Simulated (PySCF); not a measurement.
## DyN at UHF-MP2

Computed with UHF-MP2; PySCF, spin-free X2C with a Gaussian nucleus, basis sets Dy x2c-TZVPall, N x2c-TZVPall.

```
state                  : octet, about 9.1 electrons in the 4f shell (Mulliken), real f orbitals that mix terms
bond length            : 1.800 Å
harmonic wavenumber    : 782 cm⁻¹
force constant         : 4.64 mdyn/Å
rotational constant Be : 0.4034 cm⁻¹
```

Correlated steps freeze 19 core orbitals. Spin–orbit coupling is left out, which matters for elements this heavy, above all for dissociation energies. With d or f electrons several states lie close, and the lowest PBE0 determinant need not be the measured ground state.
